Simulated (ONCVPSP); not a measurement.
## Scattering properties, ONCV potential for cadmium

```
Element                 : Cd (Z = 48)
Generator               : ONCVPSP 4.0.1
Type                    : optimised norm-conserving Vanderbilt (ONCV)
Functional              : PW91
Relativity              : scalar-relativistic
Frozen core             : [Ar] 3d10
Valence charge          : 20
Reference configuration : 4s2 4p6 4d10 5s1 5p1
Partial waves           : 4s+5s: rc 1.55 bohr, ncon 4, nbas 9, qcut 8.9 1/bohr, 2 projectors; 4p+5p: rc 1.55 bohr, ncon 4, nbas 7, qcut 10 1/bohr, 2 projectors; 4d: rc 1.75 bohr, ncon 4, nbas 9, qcut 8.1 1/bohr, 2 projectors, debl 1.4 Ha
Local potential         : polynomial inside 1.35 bohr (lpopt 5, dvloc0 -1 Ha)
Core correction         : Teter function, fcfact 4, rcfact 1.65
```

The phase is arctan(r·R′/R) of the radial function R(r), unwrapped; energies in Ha, scanned from -5 to 5 Ha. A pole is an energy at which the radial function vanishes at the test radius. The pseudo phase is shifted by a multiple of π to meet the all-electron one at the reference energy, and phase errors are pseudo minus all-electron; the curves can meet again beyond the range given. Levels narrower than the energy grid can be missing from the lists of poles.

```tsv
channel	radius (bohr)	reference energy (Ha)	poles, all-electron	poles, pseudo	unbroken range about the reference energy with phases within 0.05 rad	phase error 1 Ha above the reference energy (rad)
s	1.58	-0.26	-3.67	-3.67	the whole range	-0.001
p	1.58	-0.08	-2.05	-2.05	the whole range	-0.000
d	1.78	-0.50	0.07	0.07	the whole range	-0.000
```

Phases in the p channel:

```csv
E (Ha),all-electron,pseudo
-4.96,1.225,1.225
-4.72,1.199,1.199
-4.48,1.166,1.166
-4.24,1.121,1.121
-4.00,1.058,1.058
-3.76,0.960,0.960
-3.52,0.786,0.786
-3.28,0.427,0.427
-3.04,-0.289,-0.289
-2.80,-0.968,-0.968
-2.56,-1.299,-1.299
-2.32,-1.464,-1.464
-2.08,-1.562,-1.562
-1.84,-1.630,-1.630
-1.60,-1.682,-1.682
-1.36,-1.726,-1.726
-1.12,-1.766,-1.766
-0.88,-1.804,-1.804
-0.64,-1.843,-1.843
-0.40,-1.884,-1.884
-0.16,-1.930,-1.930
0.08,-1.983,-1.983
0.32,-2.047,-2.047
0.56,-2.126,-2.126
0.80,-2.229,-2.229
1.04,-2.365,-2.365
1.28,-2.550,-2.550
1.52,-2.797,-2.797
1.76,-3.101,-3.101
2.00,-3.420,-3.421
2.24,-3.700,-3.701
2.48,-3.916,-3.917
2.72,-4.075,-4.076
2.96,-4.192,-4.193
3.20,-4.279,-4.280
3.44,-4.347,-4.348
3.68,-4.401,-4.402
3.92,-4.444,-4.445
4.16,-4.480,-4.481
4.40,-4.510,-4.511
4.64,-4.536,-4.538
4.88,-4.559,-4.560
```
